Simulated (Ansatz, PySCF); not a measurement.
Potential energy curve for SMg, lowest triplet found (which spin is the ground state isn't settled by this scan).

Levels: ROHF/cc-pVDZ (Ansatz, a program for electronic structure); UCCSD = CCSD on UHF/cc-pVDZ, frozen core (Ansatz); UKS-B3LYP/6-311+G** = unrestricted B3LYP/6-311+G**, spherical d (PySCF 2.14.0); UKS-BLYP = unrestricted BLYP/cc-pVDZ run with Ansatz.

Energies are in mEh, each relative to the lowest point of its own curve between 1.93 and 2.91 Å, where full CI is lowest.

| R / Å | ROHF | UCCSD | UKS-B3LYP/6-311+G** | UKS-BLYP |
|---|---|---|---|---|
| 1.77 | 124.9 | 125.0 | 121.7 | 122.8 |
| 1.93 | 51.3 | 51.7 | 50.6 | 52.2 |
| 2.05 | 22.0 | 22.4 | 22.2 | 23.6 |
| 2.15 | 8.5 | 8.8 | 9.0 | 10.0 |
| 2.24 | 2.2 | 2.4 | 2.7 | 3.3 |
| 2.34 | 0.0 | 0.0 | 0.0 | 0.1 |
| 2.43 | 1.0 | 0.7 | 0.3 | 0.0 |
| 2.47 | 2.1 | 1.7 | 1.0 | 0.5 |
| 2.54 | 4.9 | 4.2 | 3.0 | 2.2 |
| 2.65 | 10.8 | 9.4 | 7.2 | 5.9 |
| 2.77 | 18.5 | 16.0 | 12.8 | 11.0 |
| 2.91 | 28.5 | 24.0 | 19.7 | 17.4 |
| 3.12 | 43.9 | 34.4 | 29.4 | 26.5 |
| 3.32 | 49.9 | 41.1 | 37.2 | 34.0 |
| 3.57 | 49.9 | 45.4 | 44.8 | 41.2 |
| 3.97 | 49.2 | 47.5 | 52.6 | 49.0 |
| 4.37 | 48.8 | 48.0 | 57.0 | 53.5 |

At the longest distance, 4.37 Å, UKS-B3LYP/6-311+G** lies highest above its minimum (57.0 mEh) and UCCSD lowest (48.0 mEh).

The scan ran from 1.77 to 8.43 Å; beyond the distances shown full CI changes its symmetry label. The unrestricted determinant behind UCCSD is spin-contaminated at 3.12 to 3.57 Å (<S²> up to 2.2, against 2.00 for a pure triplet).
